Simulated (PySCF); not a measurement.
C5H3Cl. Atoms are numbered in the order given.

```xyz
9

C      3.2864    -0.7415     0.7135
C      2.2887    -0.7101     0.0243
C      1.1412    -0.6799    -0.8173
C     -0.0928    -0.5023    -0.3880
C     -1.3194    -0.3404     0.0246
Cl    -2.0786     1.2121     0.1711
H      4.1648    -0.7667     1.3318
H      1.3090    -0.8164    -1.8956
H     -1.9617    -1.1786     0.3118
```
Charge 0, spin multiplicity 1.

Geometry optimised at PBE0-D3(BJ)/def2-SVP. The structure was generated by enumeration, and PubChem lists no compound with its InChIKey, so it may never have been made.

These are PBE/pcSseg-1 (PySCF) values and carry that method's errors.

GIAO shieldings, no solvent; atoms alike by connectivity are averaged. δ = σ(ref) − σ: ¹³C against TMS (σ = 182.0 ppm); ³⁵Cl against HCl (σ = 936.5 ppm); ¹H against TMS (σ = 31.49 ppm), references at their B3LYP-D3(BJ)/def2-TZVP geometries, non-relativistic (without spin–orbit terms, shifts of atoms bonded to Cl or Br come out too high).

### Question
Estimate the chemical shifts. (Estimate from the structure and the level; the computed values follow.)

### Answer

| nucleus | atoms | count | δ (ppm) |
|---|---|---|---|
| ¹³C | C4 | 1 | 231.1 |
| ¹³C | C5 | 1 | 104.0 |
| ¹³C | C1 | 1 | 94.8 |
| ¹³C | C3 | 1 | 91.4 |
| ¹³C | C2 | 1 | 80.8 |
| ³⁵Cl | Cl6 | 1 | 208.4 |
| ¹H | H9 | 1 | 6.67 |
| ¹H | H8 | 1 | 6.31 |
| ¹H | H7 | 1 | 3.53 |
